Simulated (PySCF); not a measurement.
C3H5, SMILES CC=[CH], multiplicity 2. Geometry: PBE0-D3(BJ)/def2-TZVP. The isomer is the one that the SMILES or the coordinates give; other isomers of the formula were not compared.

These are PBE0-D3(BJ)/def2-TZVP (PySCF 2.14.0) values and carry that method's errors.

Harmonic wavenumbers (cm⁻¹): 199, 406, 616, 797, 826, 942, 1059, 1118, 1268, 1396, 1475, 1475, 1705, 3042, 3048, 3103, 3148, 3267. Rotational constants (GHz): 58.07, 9.604, 8.682; symmetry number 1.

Q: Work out the zero-point energy and the ideal-gas rigid-rotor harmonic-oscillator thermochemistry at 298.15 K and 1 atm.

A: ZPE = ½ Σ hcν = ½ × 28890 cm⁻¹ = 41.30 kcal/mol. H − E(el) = 44.49 kcal/mol. Entropy in cal/(mol K): translation 37.07, rotation 21.72, vibration 4.23, spin 1.38, total 64.40. G − E(el) = 25.29 kcal/mol. Cp = 15.01 cal/(mol K).
